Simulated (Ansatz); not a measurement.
Consider the redistribution: `[NH2][Mg][O][SiH3]` + `C[SiH]1CS1` → `[SiH3][SiH]1CS1` + `C[O][Mg][NH2]`.

Computed with Ansatz on PBE0-D4/def2-TZVP structures; ΔE is electronic, products minus reactants. CCSD(T)/CBS adds triple-zeta CCSD(T) − MP2 to the extrapolated MP2 energy (def2 sets, frozen cores). DFT in def2-TZVPP. B3LYP here is the variant with VWN-RPA as its local correlation; programs differ in this. For Mg outer-core shells are correlated without core-valence functions, which leaves a few kJ/mol of doubt a bond. Each species was taken in one conformer, which may not be the lowest.

| level | ΔE (kJ/mol) |
| --- | --- |
| BLYP-D4 | 204.6 |
| B97M-V | 220.4 |
| B3LYP-D4 | 212.7 |
| MP2/CBS(def2) | 237.5 |

(1) What does CCSD(T)/CBS give? (An estimate is asked.)

Largest T1 diagnostic among the species: 0.013.

## Answers

(1) Computed: +224.9 kJ/mol. The listed levels differ from it by -20.3, -4.5, -12.2, 12.6 kJ/mol.

From PBE to PBE0 (25 % exact exchange), in def2-TZVPP and without D4, ΔE moves by +10.9 kJ/mol. At CCSD(T), def2-SVP lies −29.8 kJ/mol from the extrapolated value and def2-TZVPP −2.9 kJ/mol.
